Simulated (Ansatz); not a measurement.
Species: C₃H₈Ge, SMILES `C=C[CH2][GeH3]` (C–C–C–Ge torsion 107°) (charge 0, multiplicity 1).

Question: Give a relaxed geometry from PBE0-D4/def2-TZVP in Ansatz (a quantum-chemistry and plane-wave program).

Answer: This is not unique; one that fits is the end point of this relaxation, one of several conformers (outside a Z-matrix the atoms follow the SMILES, hydrogens last).
Cartesian coordinates (Å) in one orientation:
```xyz
12

C     -1.976     0.152     0.598
C     -0.848    -0.542     0.500
C      0.081    -0.516    -0.658
Ge     1.724     0.489    -0.234
H     -2.321     0.791    -0.209
H     -2.592     0.103     1.487
H     -0.546    -1.166     1.340
H      0.391    -1.526    -0.942
H     -0.382    -0.047    -1.530
H      1.370     1.964     0.020
H      2.723     0.396    -1.402
H      2.376    -0.097     1.031
```
